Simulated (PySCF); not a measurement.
C2H2N3 (SMILES [c]1nc[nH]n1), doublet, at a GFN2-xTB geometry; WB97X/6-31G** in PySCF.

Here is a job for PySCF.
```python
from pyscf import gto, scf, dft

mol = gto.M(
    atom='''
C     1.151031   -0.077040   -0.133525
N     0.387395   -1.129053   -0.114685
N    -0.840805   -0.586186    0.056918
C    -0.721066    0.756893    0.128450
N     0.542278    1.094981    0.008618
H    -1.662180   -1.171012    0.111750
H    -1.539677    1.433696    0.262740
''',
    basis='6-31g**',
    charge=0,
    spin=1,
    verbose=4,
)

mf = dft.UKS(mol)
mf.xc = 'wb97x'
mf.kernel()
```

What the program printed (banner, timings and long lists left out):

```
PySCF version 2.14.0

[INPUT] verbose = 4
[INPUT] num. atoms = 7
[INPUT] num. electrons = 35
[INPUT] charge = 0
[INPUT] spin (= nelec alpha-beta = 2S) = 1
[INPUT] symmetry False subgroup None
[INPUT] Mole.unit = angstrom
[INPUT] Symbol           X                Y                Z      unit          X                Y                Z       unit  Magmom
[INPUT]  1 C      1.151031000000  -0.077040000000  -0.133525000000 AA    2.175133350884  -0.145584500636  -0.252325680783 Bohr   0.0
[INPUT]  2 N      0.387395000000  -1.129053000000  -0.114685000000 AA    0.732070452026  -2.133600950119  -0.216723240596 Bohr   0.0
[INPUT]  3 N     -0.840805000000  -0.586186000000   0.056918000000 AA   -1.588891174165  -1.107730998054   0.107559431558 Bohr   0.0
[INPUT]  4 C     -0.721066000000   0.756893000000   0.128450000000 AA   -1.362617257736   1.430320475600   0.242735320700 Bohr   0.0
[INPUT]  5 N      0.542278000000   1.094981000000   0.008618000000 AA    1.024756903377   2.069214201602   0.016285659742 Bohr   0.0
[INPUT]  6 H     -1.662180000000  -1.171012000000   0.111750000000 AA   -3.141064969730  -2.212891968579   0.211176894420 Bohr   0.0
[INPUT]  7 H     -1.539677000000   1.433696000000   0.262740000000 AA   -2.909567850292   2.709292785884   0.496506641968 Bohr   0.0

nuclear repulsion = 157.936729521915
number of shells = 36
number of NR pGTOs = 149
number of NR cGTOs = 80
basis = 6-31g**
ecp = {}

******** <class 'pyscf.dft.uks.UKS'> ********
method = UKS
initial guess = minao
damping factor = 0
level_shift factor = 0
DIIS = <class 'pyscf.scf.diis.CDIIS'>
diis_start_cycle = 1
diis_space = 8
diis_damp = 0
SCF conv_tol = 1e-09
SCF conv_tol_grad = None
SCF max_cycles = 50
direct_scf = True
direct_scf_tol = 1e-13
number electrons alpha = 18  beta = 17
XC library pyscf.dft.libxc version 7.1.2
    S. Lehtola, C. Steigemann, M. J. T. Oliveira, and M. A. L. Marques,  SoftwareX 7, 1–5 (2018)
XC functionals = wb97x
    J.-D. Chai and M. Head-Gordon,  J. Chem. Phys. 128, 084106 (2008)
radial grids:
    Treutler-Ahlrichs [JCP 102, 346 (1995); DOI:10.1063/1.469408] (M4) radial grids

becke partition: Becke, JCP 88, 2547 (1988); DOI:10.1063/1.454033
pruning grids: <function nwchem_prune>
grids dens level: 3
symmetrized grids: False
atomic radii adjust function: <function treutler_atomic_radii_adjust>
small_rho_cutoff = 0
Set gradient conv threshold to 3.16228e-05
tot grids = 89560
init E= -242.746198654873

cycle= 1 E= -241.423286000577  delta_E= 1.32  |g|= 0.345  |ddm|= 2.19
cycle= 2 E= -241.442370987631  delta_E= -0.0191  |g|= 0.346  |ddm|= 0.557
cycle= 3 E= -241.490197160682  delta_E= -0.0478  |g|= 0.0438  |ddm|= 0.248
cycle= 4 E= -241.491532246615  delta_E= -0.00134  |g|= 0.0219  |ddm|= 0.0651
cycle= 5 E= -241.491883689275  delta_E= -0.000351  |g|= 0.0119  |ddm|= 0.0354
cycle= 6 E= -241.49199849086  delta_E= -0.000115  |g|= 0.00415  |ddm|= 0.0157
cycle= 7 E= -241.492031724887  delta_E= -3.32e-05  |g|= 0.00242  |ddm|= 0.00866
cycle= 8 E= -241.492046414731  delta_E= -1.47e-05  |g|= 0.00143  |ddm|= 0.0061
cycle= 9 E= -241.492053056124  delta_E= -6.64e-06  |g|= 0.000808  |ddm|= 0.00441
cycle= 10 E= -241.492055992354  delta_E= -2.94e-06  |g|= 0.000345  |ddm|= 0.00375
cycle= 11 E= -241.492056567144  delta_E= -5.75e-07  |g|= 0.00016  |ddm|= 0.00186
cycle= 12 E= -241.49205663711  delta_E= -7e-08  |g|= 9.17e-05  |ddm|= 0.000544
cycle= 13 E= -241.492056654225  delta_E= -1.71e-08  |g|= 4.22e-05  |ddm|= 0.00025
cycle= 14 E= -241.492056658608  delta_E= -4.38e-09  |g|= 3.06e-05  |ddm|= 0.000135
cycle= 15 E= -241.492056659649  delta_E= -1.04e-09  |g|= 1.15e-05  |ddm|= 6.08e-05
cycle= 16 E= -241.492056659823  delta_E= -1.74e-10  |g|= 6.86e-06  |ddm|= 2.62e-05
Extra cycle  E= -241.492056659842  delta_E= -1.93e-11  |g|= 7.23e-06  |ddm|= 1.16e-05
converged SCF energy = -241.492056659842  <S^2> = 0.75858741  2S+1 = 2.008569
```
